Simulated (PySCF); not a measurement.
# A small calculation by hand: entropy of an ideal gas

H4PSi, SMILES [SiH2]P, multiplicity 2.

Geometry optimised at PBE-D3(BJ)/def2-TZVP. The isomer is the one that the SMILES or the coordinates give; other isomers of the formula were not compared.

PBE-D3(BJ)/def2-TZVP in PySCF gives the harmonic wavenumbers 176, 430, 459, 484, 704, 756, 875, 1039, 2105, 2135, 2325, 2341 cm⁻¹ and the rotational temperatures 3.0678, 0.2806, 0.2728 K. The molar mass is 63.09 g/mol, the symmetry number 1, the spin multiplicity 2.

### Question
Work out the entropy at 298.15 K and 1 atm in the rigid-rotor, harmonic-oscillator model.

### Answer

Translation (Sackur–Tetrode at 1 atm): S = R[1.5 ln M + 2.5 ln T − 1.16487] = 160.4 J/(mol K).
Rotation: q = (√π/σ) T^1.5/√(θA θB θC) = 18800, S = R[ln q + 3/2] = 94.3 J/(mol K).
Vibration: with u = 1.4388 ν/T, each mode gives R[u/(e^u − 1) − ln(1 − e^−u)]:
| ν (cm⁻¹) | modes | u | S (J/(mol K)) |
|---|---|---|---|
| 176 | 1 | 0.85 | 9.92 |
| 430 | 1 | 2.08 | 3.59 |
| 459 | 1 | 2.21 | 3.22 |
| 484 | 1 | 2.34 | 2.93 |
| 704 | 1 | 3.40 | 1.26 |
| 756 | 1 | 3.65 | 1.03 |
| 875 | 1 | 4.22 | 0.65 |
| 1039 | 1 | 5.01 | 0.33 |
The stiffer modes add less than 0.005 each. Sum 22.9 J/(mol K).
Spin: R ln 2 = 5.8 J/(mol K).
Total 283.4 J/(mol K); the program's own thermochemistry gives 283.4. Translation makes up 57 % and vibration 8 %. Anharmonicity, hindered rotation and orbital degeneracy are left out.
